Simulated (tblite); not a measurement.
C2H10OSi4.
SMILES with atom numbers: `[CH2:1]=[CH:2][Si@@H:3]1[O:4][SiH2:5][SiH2:6][SiH2:7]1` (hydrogens: H8, H9 on C1; H10 on C2; H11 on Si3; H12, H13 on Si5; H14, H15 on Si6; H16, H17 on Si7)

Geometry (GFN2-xTB, Å), atoms numbered from 1 in this order:
```
atom  x, y, z in Å
C1     2.8510    0.1048    0.3800
C2     2.2601   -0.1949   -0.7659
Si3    0.4918    0.2695   -1.2113
O4    -0.0395    1.3492   -0.0925
Si5   -1.1466    1.4605    1.1091
Si6   -2.3263   -0.5161    0.8051
Si7   -1.0557   -1.4480   -0.9345
H8     2.3394    0.6854    1.1312
H9     3.8602   -0.1961    0.6205
H10    2.8081   -0.7773   -1.4976
H11    0.4936    1.0628   -2.4456
H12   -1.8150    2.7341    0.8406
H13   -0.3545    1.5894    2.3364
H14   -2.3969   -1.3408    2.0229
H15   -3.7414   -0.2905    0.4642
H16   -1.8120   -1.7414   -2.1627
H17   -0.4234   -2.7386   -0.6098
```

All values are computed: GFN2-xTB (tblite) harmonic vibrations without scaling, gas phase. This tight-binding method is rough: wavenumbers can miss measured ones by several per cent, in bad cases by 10 to 20. Modes of hydrogen on silicon can be 10 to 20 % off. One conformer, not necessarily the lowest.

Harmonic wavenumbers (cm⁻¹): 34.7, 60.6, 69.1, 123.7, 161.8, 207.4, 284.1, 307.9, 331.0, 360.4, 406.1, 410.1, 418.9, 441.9, 454.9, 487.1, 498.4, 516.4, 569.7, 608.8, 611.3, 641.8, 658.9, 714.4, 760.1, 796.7, 817.6, 839.1, 913.8, 966.9, 1000.3, 1031.6, 1276.5, 1417.0, 1663.7, 2139.0, 2152.9, 2156.3, 2164.2, 2189.1, 2199.3, 2234.2, 3024.4, 3064.9, 3099.2.

A = 1668, B = 971.6, C = 733.5 MHz; mass 161.981 u (most abundant isotopes); point group C1, symmetry number 1.

Problem. Zero-point energy?

Solution. Half the sum of the wavenumbers: 22643 cm⁻¹ = 270.87 kJ/mol.

Problem. What is S at 500 K and 1 bar for an ideal gas of classical rigid rotors and harmonic oscillators?

Solution. Translation 183.05, rotation 131.89, vibration 256.65: S = 571.6 J/(mol K).

Problem. And Cp and H(500 K) − H(0)?

Solution. Cp = 260.68 J/(mol K), of which vibrations give 227.43 (their classical limit is 45 R = 374.2); H(500 K) − H(0) = 81.42 kJ/mol without the zero-point energy, 64.79 from vibrations.

Problem. Blend soft modes into free rotors: weight 1/[1 + (100 cm⁻¹/ν̃)⁴] for the oscillator and the rest for a rotor with moment μB/(μ + B), μ = h/(8π²ν), B = 10⁻⁴⁴ kg m². What vibrational entropy results?

Solution. 235.41 J/(mol K) in place of 256.65, which changes −T·S at 500 K by +10.62 kJ/mol.

Problem. What must be added to the electronic energy to get the Gibbs energy at 500 K and 1 bar?

Solution. ZPE + [H(500 K) − H(0)] − T·S = 270.87 + 81.42 − 285.80 = 66.49 kJ/mol.

Problem. How do the functions run with temperature in this model?

Solution. 
```json
{"T (K)": "100", "S (J/(mol K))": "306.1", "Cp (J/(mol K))": "85.1", "H − H(0) (kJ/mol)": "5.85", "G − H(0) (kJ/mol)": "-24.76", "ln q(vib)": "2.33"}
{"T (K)": "200", "S (J/(mol K))": "384.2", "Cp (J/(mol K))": "147.4", "H − H(0) (kJ/mol)": "17.48", "G − H(0) (kJ/mol)": "-59.36", "ln q(vib)": "5.48"}
{"T (K)": "300", "S (J/(mol K))": "454.1", "Cp (J/(mol K))": "198.2", "H − H(0) (kJ/mol)": "34.90", "G − H(0) (kJ/mol)": "-101.34", "ln q(vib)": "8.79"}
{"T (K)": "800", "S (J/(mol K))": "706.6", "Cp (J/(mol K))": "313.1", "H − H(0) (kJ/mol)": "168.23", "G − H(0) (kJ/mol)": "-397.08", "ln q(vib)": "23.94"}
{"T (K)": "1000", "S (J/(mol K))": "779.0", "Cp (J/(mol K))": "335.3", "H − H(0) (kJ/mol)": "233.19", "G − H(0) (kJ/mol)": "-545.83", "ln q(vib)": "29.00"}
```

q(vib) and H(0) count from the zero-point level.

Hindered rotation and anharmonicity are outside this model. Other conformers, if any are populated, would add a mixing term that is left out. The structure is chiral; the term R ln 2 for an equal mix with its mirror image is left out.
